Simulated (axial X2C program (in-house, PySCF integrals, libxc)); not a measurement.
# Spin–orbit effects down a group: molecules with C, BP86

Computed with an axial X2C code built on PySCF integrals, spin-free (one-electron X2C) or two-component (2c: spin–orbit coupling with atomic mean-field Coulomb and Gaunt terms, which also bring small scalar terms), in Dyall basis sets with cores contracted in-house; open shells are unrestricted.

Basis sets: C dyall-v3z, Ge dyall-cv3z, Si dyall-v3z, Sn dyall-cv3z.

| molecule | spin-free state | Re (Å) | ωe (cm⁻¹) | De (eV) | 2c state | Re 2c (Å) | ωe 2c (cm⁻¹) | De 2c (eV) |
| --- | --- | --- | --- | --- | --- | --- | --- | --- |
| SiC | M_S = 1, Λ = 1 | 1.737 | 941.8 | 4.60 | Ω = 2 | 1.737 | 941.5 | 4.61 |
| GeC | M_S = 1, Λ = 1 | 1.810 | 786.5 | 4.16 | Ω = 2 | 1.810 | 783.9 | n/a |
| SnC | M_S = 1, Λ = 1 | 2.020 | 657.0 | 3.51 | Ω = 2 | 2.023 | 647.2 | n/a |

Each entry is the lowest single determinant of a limited PBE0 search at one distance. De goes to single-determinant-based atoms at the same level (for ions the charge split of lowest energy) and is withheld (n/a) where an atom does not fit its ground term or J level. Main or longest-lived isotopes. One determinant is a doubtful description, or other states lie close, for SiC, GeC, SnC; these need not be ground states, and all values refer to the states named. Some open-shell Ω = 0 determinants are out of reach, so the Ω given for SiC, GeC, SnC need not be the lowest component. With several unpaired electrons the Ω given is that of one determinant, not necessarily of the lowest component. Some light 2c atoms are not at their ground J level, so De misses part of their lowering (0.04 eV or less). The functionals have no current term, which raises determinants with orbital currents.
